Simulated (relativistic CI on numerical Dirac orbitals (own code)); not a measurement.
Spin-allowed bands of a d7 ion in an octahedral site, by hand

Problem. Take Δ = 8170 cm⁻¹ and B = 430 cm⁻¹ for a high-spin d7 ion in an octahedral site. Calculate the three spin-allowed bands.

Working.
1. The terms of highest spin are 4F (energy 0) and 4P (15B = 6450 cm⁻¹). Here the F term splits into A2 at +1.2Δ = 9804, T2 at +0.2Δ = 1634 and T1 at −0.6Δ = -4902 cm⁻¹.
2. The two T1 states mix through the element 0.4Δ: H = [[-4902, 3268], [3268, 6450]], with roots ½(H₁₁ + H₂₂) ∓ ½√[(H₂₂ − H₁₁)² + 4H₁₂²] = ½(1548) ∓ ½(13099) = -5776 and 7324 cm⁻¹.
3. The ground term is 4T1 at -5776 cm⁻¹.
4. Bands: 4T2 7410 cm⁻¹ (1350 nm), 4T1(P) 13099 cm⁻¹ (763 nm), 4A2 15580 cm⁻¹ (642 nm).

Check. Exact diagonalisation of the whole d7 shell with these parameters gives 4T2 7410, 4T1 13099, 4A2 15580 cm⁻¹. The match is exact, since without spin-orbit coupling no other term has this spin. The ratio of the second band to the first, 1.768, depends on Δ/B = 19.0 alone, which is how a Tanabe-Sugano diagram is read.
